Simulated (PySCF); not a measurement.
Al(F)(Br)(Et), C2H5AlBrF, SMILES C[CH2][Al]([F])[Br] (PBE0/def2-SVP optimised geometry):

```
10

Al     0.412    -0.481     0.000
F     -0.321    -1.975     0.003
Br     2.662    -0.481     0.000
C     -0.631     1.158     0.000
C     -2.151     0.998    -0.002
H     -0.294     1.750    -0.871
H     -0.296     1.747     0.874
H     -2.507     0.442     0.879
H     -2.506     0.450    -0.888
H     -2.662     1.975     0.002
```

Method: PBE0/def2-TZVP in PySCF.

Task: What are the frontier orbital energies and the dipole moment?

Result: HOMO-2 -8.84 eV, HOMO-1 -8.78 eV, HOMO -8.30 eV, LUMO -0.71 eV, LUMO+1 -0.64 eV; dipole moment 2.29 D.

On the same geometry PBE/def2-TZVP (PySCF) gives HOMO-2 -7.55 eV, HOMO-1 -7.44 eV, HOMO -7.03 eV, LUMO -1.48 eV, LUMO+1 -1.47 eV; dipole moment 2.24 D.

Meta-Löwdin charges at PBE0/def2-TZVP: Al1 1.06, F2 -0.54, Br3 -0.30, C4 -0.50, C5 -0.32, H6 0.13, H7 0.13, H8 0.11, H9 0.11, H10 0.12.
